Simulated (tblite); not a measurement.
Compound: C₅H₁₀GeO.
Numbering: `[OH:1][CH2:2][C@H:3]1[CH:4]=[CH:5][CH2:6][GeH2:7]1` (hydrogens: H8 on O1; H9, H10 on C2; H11 on C3; H12 on C4; H13 on C5; H14, H15 on C6; H16, H17 on Ge7)

Cartesian coordinates in Å at the GFN2-xTB level; atoms count from 1:
```
atom  x, y, z in Å
O1    -1.4897   -0.6736   -0.9535
C2    -1.7924   -0.1328    0.3147
C3    -0.5160    0.5395    0.7992
C4     0.4611   -0.4945    1.2768
C5     1.4848   -0.8529    0.5192
C6     1.7103   -0.2111   -0.8150
Ge7    0.4359    1.3016   -0.7815
H8    -2.2526   -1.1414   -1.3051
H9    -2.6027    0.6057    0.2317
H10   -2.1121   -0.9258    1.0065
H11   -0.7587    1.2367    1.6032
H12    0.2689   -0.9610    2.2341
H13    2.1768   -1.6235    0.8323
H14    1.4747   -0.9194   -1.6100
H15    2.7554    0.0757   -0.9366
H16   -0.3745    1.5887   -2.0102
H17    1.1237    2.6002   -0.4157
```

Calculated harmonic vibrations of the isolated species, GFN2-xTB (tblite), most abundant isotopes, no scaling. Against measured fundamentals such values can be off by several per cent, at times by over 20. Modes of hydrogen on germanium can be 10 to 20 % off. One conformer, not necessarily the lowest.

Harmonic wavenumbers (cm⁻¹): 85.1, 99.2, 182.4, 229.3, 305.2, 334.3, 373.0, 444.4, 503.9, 524.4, 566.3, 607.7, 678.8, 724.8, 778.4, 802.8, 848.6, 903.7, 910.8, 984.4, 999.3, 1059.9, 1088.4, 1093.8, 1120.7, 1151.1, 1194.3, 1212.6, 1238.5, 1269.3, 1323.3, 1355.9, 1436.2, 1489.7, 1706.4, 1907.5, 2012.1, 2853.9, 2884.8, 2945.8, 2953.1, 2973.5, 3039.7, 3056.4, 3566.3.

A = 2330, B = 1882, C = 1408 MHz; mass 159.994 u (most abundant isotopes); point group C1, symmetry number 1.

Problem. What is the zero-point energy?

Solution. Half the sum of the wavenumbers: 28910 cm⁻¹ = 82.66 kcal/mol.

Problem. Give the ideal-gas entropy at 350 K and 1 bar in the rigid-rotor, harmonic-oscillator model (classical rotation).

Solution. Translation 41.94, rotation 28.82, vibration 24.96: S = 95.7 cal/(mol K).

Problem. And Cp and H(350 K) − H(0)?

Solution. Cp = 39.27 cal/(mol K), of which vibrations give 31.32 (their classical limit is 45 R = 89.4); H(350 K) − H(0) = 7.80 kcal/mol without the zero-point energy, 5.02 from vibrations.

Problem. How do the functions run with temperature in this model?

Solution. 
```csv
T (K),S (cal/(mol K)),Cp (cal/(mol K)),H − H(0) (kcal/mol),G − H(0) (kcal/mol),ln q(vib)
150,72.1,19.4,1.94,-8.87,1.55
250,84.3,29.3,4.37,-16.70,3.35
298.15,89.8,34.2,5.90,-20.89,4.29
400,101.3,43.8,9.88,-30.63,6.39
600,121.9,58.1,20.16,-52.99,10.68
900,148.2,71.2,39.73,-93.64,16.97
```

q(vib) and H(0) count from the zero-point level.

Problem. Which modes carry the vibrational entropy at 350 K?

Solution. 85.1 cm⁻¹: 4.08; 99.2 cm⁻¹: 3.78; 182.4 cm⁻¹: 2.61; 229.3 cm⁻¹: 2.18; 305.2 cm⁻¹: 1.66; 334.3 cm⁻¹: 1.50 cal/(mol K); the other 39 give 9.14 together.

Problem. What must be added to the electronic energy to get the Gibbs energy at 350 K and 1 bar?

Solution. ZPE + [H(350 K) − H(0)] − T·S = 82.66 + 7.80 − 33.50 = 56.96 kcal/mol.

Problem. Blend soft modes into free rotors: weight 1/[1 + (100 cm⁻¹/ν̃)⁴] for the oscillator and the rest for a rotor with moment μB/(μ + B), μ = h/(8π²ν), B = 10⁻⁴⁴ kg m². What vibrational entropy results?

Solution. 23.97 cal/(mol K) in place of 24.96, which changes −T·S at 350 K by +0.35 kcal/mol.

Hindered rotation and anharmonicity are outside this model. Other conformers, if any are populated, would add a mixing term that is left out. The structure is chiral; the term R ln 2 for an equal mix with its mirror image is left out.

Time: 0.57 s wall. Hardware: one thread, Arm Neoverse V1 (aarch64), no GPU, shared host with 32 logical CPUs at a one-minute load of 13. The figure is for the frequency step alone.
